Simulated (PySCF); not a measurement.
Fill in the blanks.

C7H12N (doublet state).
Numbering: `[CH2:1][C@@H:2]([CH3:3])[NH:4][CH2:5][C:6]#[C:7][CH3:8]` (hydrogens: H9, H10 on C1; H11 on C2; H12, H13, H14 on C3; H15 on N4; H16, H17 on C5; H18, H19, H20 on C8)

Geometry (GFN2-xTB, Å), atoms numbered from 1 in this order:
```xyz
20
C7H12N angstrom
C     -2.4983   -0.3737    1.0779
C     -1.9246   -0.3724   -0.2804
C     -2.6648    0.5721   -1.2247
N     -0.5126    0.0579   -0.2312
C      0.4428   -0.9223    0.2542
C      1.7894   -0.3839    0.1638
C      2.8836    0.1013    0.1007
C      4.2169    0.6570    0.0164
H     -2.8718    0.5436    1.4940
H     -2.2913   -1.1805    1.7565
H     -1.9177   -1.3838   -0.7056
H     -2.1697    0.5907   -2.1918
H     -3.6924    0.2420   -1.3523
H     -2.6713    1.5808   -0.8181
H     -0.4285    0.9251    0.2913
H      0.3625   -1.8099   -0.3854
H      0.2624   -1.2365    1.2982
H      4.1759    1.7398    0.1315
H      4.8447    0.2415    0.8045
H      4.6598    0.4219   -0.9511
```

```csv
property,level,value
point group of the GFN2-xTB geometry,GFN2-xTB,?
"rotational constants A, B, C of the GFN2-xTB geometry",GFN2-xTB,?
isotropic g value,"unrestricted B3LYP/pcH-1, mean-field spin–orbit",?
spin squared ⟨S²⟩,unrestricted B3LYP/pcH-1,0.754
largest isotropic hyperfine couplings (means over sets of like nuclei),unrestricted B3LYP/pcH-1,?
```

Electronic properties: PySCF, gas phase, density fitting. Hyperfine couplings depend on the geometry, which wasn't re-optimised at a DFT level. Couplings of like nuclei are plain means over topologically equivalent atoms, as if these changed places fast (by rotation of a methyl-like group, say); in this geometry the members of some sets differ.

The largest isotropic hyperfine couplings (means over sets of like nuclei)?

13C +93.1 (C1), 1H -57.7 (H9/H10), 13C -27.4 (C2), 1H +20.1 (H11), 1H -7.9 (H15) MHz.

The isotropic g value?

2.00249.

The rotational constants A, B, C of the GFN2-xTB geometry?

5.729, 0.731, 0.688 GHz.

Give the point group of the GFN2-xTB geometry.

C1.

⟨S²⟩ is 0.004 above the pure-spin value S(S + 1) = 0.75. At 9.50 GHz, hν = g·μB·B₀ (B₀ the magnetic field) puts the centre of the isotropic spectrum, to first order, at 339.0 mT. The rotational constants make it an asymmetric top with κ = (2B − A − C)/(A − C) = -0.98, nearer the prolate limit (−1).

For the EPR job (B3LYP), the run took 1.8 min (with the writing of density and orbital grids) on one thread, Arm Neoverse V1 (aarch64), no GPU, shared host, and the process peaked at 1.1 GiB of memory.

One conformer stands for the species.
